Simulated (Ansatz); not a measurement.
C₂H₈Ge⁺, that is GeEtH3 with one electron fewer. Total charge 1; doublet. Geometry B3LYP-D4/def2-SVP; atoms count from 1.

| atom | x (Å) | y (Å) | z (Å) |
| --- | --- | --- | --- |
| Ge1 | 0.941 | -1.195 | 0.837 |
| C2 | 0.264 | 0.733 | -0.274 |
| C3 | -1.159 | 0.613 | -0.623 |
| H4 | 1.018 | 0.621 | -1.068 |
| H5 | 0.553 | 1.391 | 0.560 |
| H6 | -1.415 | 1.572 | -1.145 |
| H7 | -1.379 | -0.181 | -1.353 |
| H8 | -1.835 | 0.567 | 0.244 |
| H9 | 0.590 | -2.213 | -0.248 |
| H10 | 0.012 | -1.093 | 2.047 |
| H11 | 2.410 | -0.816 | 1.022 |

Estimate the Mulliken populations from the PBE0/def2-TZVP orbitals of Ansatz.


```csv
atom,charge (e),spin (α − β)
Ge1,0.14,0.28
C2,-0.26,0.59
C3,-0.36,-0.01
H4,0.22,0.00
H5,0.22,0.00
H6,0.23,0.09
H7,0.19,0.01
H8,0.19,0.01
H9,0.14,0.01
H10,0.14,0.01
H11,0.15,0.01
```
Mulliken values depend strongly on the basis.

Where does the spin sit?

Summed by element: Ge 0.28, C 0.58, H 0.14, of 1 unpaired in all. Largest on single atoms: C2 0.59, Ge1 0.28, H6 0.09.

And the Mayer bond orders between heavy atoms (over 0.3)?

Ge1–C2 0.50 (2.33 Å); C2–C3 1.11 (1.47 Å).
